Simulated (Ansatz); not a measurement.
Ansatz (an electronic-structure program) input:
A basis named .json is the Basis Set Exchange file of that set.

Ansatz 0.2 input:
```yaml
crystal:
  periodic: [false, false, false]
  atoms:
    - {symbol: Si, position_ang: [-1.16715415, 0.12281588, 0.09724133]}
    - {symbol: P, position_ang: [1.13297119, -0.10870010, -0.15156653]}
    - {symbol: H, position_ang: [-1.67203921, -0.92587735, -0.79830548]}
    - {symbol: H, position_ang: [-1.37508261, 1.51277752, -0.32868322]}
    - {symbol: H, position_ang: [-1.32102149, -0.13675264, 1.54089242]}
    - {symbol: H, position_ang: [1.72453250, -1.36738446, 0.04752699]}
    - {symbol: H, position_ang: [1.98920092, 0.82831611, 0.45068846]}
basis:
  gaussian:
    orbitals: aug-cc-pV_D+d_Z.json
total_charge: 1
magnetization: {spin_polarized: true, initial_magnetization: 1}
correlation: {method: ccsd_t, electrons: outside_noble_gas}
output: {forces: true}
```

**Question.** What final total energy does it print?

**Answer.** -632.56497 Eh (CCSD(T)/aug-cc-pV(D+d)Z). The basis has 109 functions.
